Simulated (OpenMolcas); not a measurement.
**Multiconfigurational calculation on V⁺**

Input:

```
&GATEWAY
Coord
1

V 0.0 0.0 0.0
Basis=ANO-RCC-VDZP
Group=XYZ
NoMove
AngMom=0.0 0.0 0.0
AMFI
&SEWARD
* reference wave functions (RASSCF and RASSI steps not shown): 4 electrons in 6 orbitals (3d 4s)
>>> COPY JOB001 $Project.JobIph
&CASPT2
Multistate=15 1 2 3 4 5 6 7 8 9 10 11 12 13 14 15
Frozen=2 3
IPEA=0.25
Imaginary=0.1
MaxIter=60
WThr=0.0 0.3 0.05
PrWF=0.5
NoMix
>>> COPY JOB002 $Project.JobIph
&CASPT2
Multistate=80 1 2 3 4 5 6 7 8 9 10 11 12 13 14 15 16 17 18 19 20 21 22
23 24 25 26 27 28 29 30 31 32 33 34 35 36 37 38 39 40 41 42 43 44 45 46
47 48 49 50 51 52 53 54 55 56 57 58 59 60 61 62 63 64 65 66 67 68 69 70
71 72 73 74 75 76 77 78 79 80
NoMult
Frozen=2 3
IPEA=0.25
Imaginary=0.1
MaxIter=60
WThr=0.0 0.3 0.05
PrWF=0.5
NoMix
>>> COPY JOB003 $Project.JobIph
&CASPT2
Multistate=70 1 2 3 4 5 6 7 8 9 10 11 12 13 14 15 16 17 18 19 20 21 22
23 24 25 26 27 28 29 30 31 32 33 34 35 36 37 38 39 40 41 42 43 44 45 46
47 48 49 50 51 52 53 54 55 56 57 58 59 60 61 62 63 64 65 66 67 68 69 70
Frozen=2 3
IPEA=0.25
Imaginary=0.1
MaxIter=60
WThr=0.0 0.3 0.05
PrWF=0.5
NoMix
```

Output, cut to the results:

```
--- CASPT2 ---
Orbital specifications:
      -----------------------

      Symmetry species                           1   2
                                                ag  au
      Frozen orbitals                            2   3
      Inactive orbitals                          1   3
      Active orbitals                            6   0
      Secondary orbitals                         6  13
      Deleted orbitals                           0   0
      Number of basis functions                 15  19
Type of calculation                        MS-CASPT2
      Fock operator                              state-specific
      IPEA shift                                 0.25
      Real shift                                 0.00
      Imaginary shift                            0.10
      The input orbitals will be transformed to quasi-canonical
Reference energy:        -947.9091166969
      E2 (Non-variational):      -0.2761055009
      Shift correction:          -0.0003793513
      E2 (Variational):          -0.2764848522
      Total energy:            -948.1856015492
      Residual norm:              0.0000001972
      Reference weight:           0.93083
      Contributions to the CASPT2 correlation energy
      Active & Virtual Only:         -0.0385277315
      One Inactive Excited:          -0.1156233702
      Two Inactive Excited:          -0.1219543991
Reference energy:        -947.9091166969
      E2 (Non-variational):      -0.2745082004
      Shift correction:          -0.0003477814
      E2 (Variational):          -0.2748559818
      Total energy:            -948.1839726787
      Residual norm:              0.0000001412
      Reference weight:           0.93285
      Contributions to the CASPT2 correlation energy
      Active & Virtual Only:         -0.0374510854
      One Inactive Excited:          -0.1153614424
      Two Inactive Excited:          -0.1216956726
::    CASPT2 Root  1     Total energy:   -948.18560155
::    CASPT2 Root  2     Total energy:   -948.18397268
::    CASPT2 Root  3     Total energy:   -948.18452873
::    CASPT2 Root  4     Total energy:   -948.18524909
::    CASPT2 Root  5     Total energy:   -948.18592721
::    CASPT2 Root  6     Total energy:   -948.18503911
::    CASPT2 Root  7     Total energy:   -948.18202289
::    CASPT2 Root  8     Total energy:   -948.17992721
::    CASPT2 Root  9     Total energy:   -948.18072688
::    CASPT2 Root 10     Total energy:   -948.18070630
::    CASPT2 Root 11     Total energy:   -948.18072437
::    CASPT2 Root 12     Total energy:   -948.18071881
::    CASPT2 Root 13     Total energy:   -948.12899231
::    CASPT2 Root 14     Total energy:   -948.12899233
::    CASPT2 Root 15     Total energy:   -948.12899225
::    MS-CASPT2 Root  1     Total energy:   -948.18660873
::    MS-CASPT2 Root  2     Total energy:   -948.18606605
::    MS-CASPT2 Root  3     Total energy:   -948.18552168
::    MS-CASPT2 Root  4     Total energy:   -948.18486951
::    MS-CASPT2 Root  5     Total energy:   -948.18447537
::    MS-CASPT2 Root  6     Total energy:   -948.18318678
::    MS-CASPT2 Root  7     Total energy:   -948.18178156
::    MS-CASPT2 Root  8     Total energy:   -948.18073325
::    MS-CASPT2 Root  9     Total energy:   -948.18072775
::    MS-CASPT2 Root 10     Total energy:   -948.18071105
::    MS-CASPT2 Root 11     Total energy:   -948.18070384
::    MS-CASPT2 Root 12     Total energy:   -948.17992711
::    MS-CASPT2 Root 13     Total energy:   -948.12897091
::    MS-CASPT2 Root 14     Total energy:   -948.12892638
::    MS-CASPT2 Root 15     Total energy:   -948.12891177
--- CASPT2 ---
Orbital specifications:
      -----------------------

      Symmetry species                           1   2
                                                ag  au
      Frozen orbitals                            2   3
      Inactive orbitals                          1   3
      Active orbitals                            6   0
      Secondary orbitals                         6  13
      Deleted orbitals                           0   0
      Number of basis functions                 15  19
Type of calculation                        SS-CASPT2
      Fock operator                              state-specific
      IPEA shift                                 0.25
      Real shift                                 0.00
      Imaginary shift                            0.10
      The input orbitals will be transformed to quasi-canonical
Reference energy:        -947.8673321066
      E2 (Non-variational):      -0.2856626820
      Shift correction:          -0.0006313318
      E2 (Variational):          -0.2862940137
      Total energy:            -948.1536261203
      Residual norm:              0.0000001254
      Reference weight:           0.91902
      Contributions to the CASPT2 correlation energy
      Active & Virtual Only:         -0.0515864157
      One Inactive Excited:          -0.1126493540
      Two Inactive Excited:          -0.1214269122
Reference energy:        -947.8673321066
      E2 (Non-variational):      -0.2829723459
      Shift correction:          -0.0005431542
      E2 (Variational):          -0.2835155001
      Total energy:            -948.1508476067
      Residual norm:              0.0000007237
      Reference weight:           0.92292
      Contributions to the CASPT2 correlation energy
      Active & Virtual Only:         -0.0496796225
      One Inactive Excited:          -0.1122179166
      Two Inactive Excited:          -0.1210748068
::    CASPT2 Root  1     Total energy:   -948.15362612
::    CASPT2 Root  2     Total energy:   -948.15084761
::    CASPT2 Root  3     Total energy:   -948.15105490
::    CASPT2 Root  4     Total energy:   -948.15618911
::    CASPT2 Root  5     Total energy:   -948.15810309
::    CASPT2 Root  6     Total energy:   -948.15025554
::    CASPT2 Root  7     Total energy:   -948.15675511
::    CASPT2 Root  8     Total energy:   -948.12052306
::    CASPT2 Root  9     Total energy:   -948.12052320
...
```

Levels above the lowest, from the spin-orbit matrix with the multistate effective Hamiltonian, averaged by term, added to it:

```tsv
Configuration	Term	J	E (cm-1)	Term weight %
3d3 4s	5F	1	0.0	100
3d3 4s	5F	2	84.2	100
3d3 4s	5F	3	210	100
3d3 4s	5F	4	376	100
3d3 4s	5F	5	582	100
3d4	5D	0	971	100
3d4	5D	1	1014	100
3d4	5D	2	1100	100
3d4	5D	3	1225	100
3d4	5D	4	1388	100
3d3 4s	3F(1)	2	6810	100
3d3 4s	3F(1)	3	7020	100
3d3 4s	3F(1)	4	7300	100
3d3 4s	5P	1	12410	100
3d3 4s	5P	2	12480	99
3d3 4s	5P	3	12630	100
3d3 4s	3G	3	14290	100
3d3 4s	3G	4	14380	99
3d3 4s	3G	5	14500	99
3d3 4s	3P(1)	0	15240	98
3d3 4s	3P(1)	1	15410	99
3d4	3F	2	15640	100
3d4	3F	3	15680	99
3d3 4s	3P(1)	2	15700	98
```

Against the 9 measured excited levels shown (NIST Handbook of Basic Atomic Spectroscopic Data) the mean absolute deviation is 2000 cm-1; the largest miss in energy is 3d3 4s 5F1: computed -971, measured 2605 cm-1 (-137.3 %). Levels of one J stand in another order than measured, so their pairing by name is doubtful. These deviations count from the computed level that pairs with the measured ground level.

Term energies are means over components that CASPT2 splits; among the terms shown or strongly mixed into the levels shown the widest spread is 1700 cm-1 (3d3 4s 3F(1)). Blocks of more than 70 roots (2S+1 = 3 even) ran without multistate coupling. Terms from blocks run as CI alone lack orbitals of their own. The lowest computed level is not the ground level that NIST lists (5D0). Configurations are named by rounded mean occupations; where the s occupation lies near a half they are strongly mixed, a name can repeat and a true partner stay unpaired. A single d shell beside an s shell can misplace configurations of different d count against each other. The CASPT2 spread within a term exceeds the gap to the next term for 3d3 4s 5F and 3d4 5D, so the order of their levels is uncertain, and so are names and mixing where such terms share a J. Computed and measured levels are paired by configuration, term and J; levels that our copy of the source lacks, or whose pairing is in doubt (as where it misses far off the trend of its configuration), stay unpaired and out of the deviations. Levels of configurations outside the active space are missing. The first state left out of the spin-orbit step lies near 49000 cm-1 above the lowest spin-free state of the reference (among the parities and spins computed), and the list stops at four fifths of that energy or lower. The table shows the lowest 24 of 59 levels.

The term weight is that of the spin-free term in the level, not the purity of its configuration. A number in round brackets counts repeated terms of one configuration in the order of the reference energies.
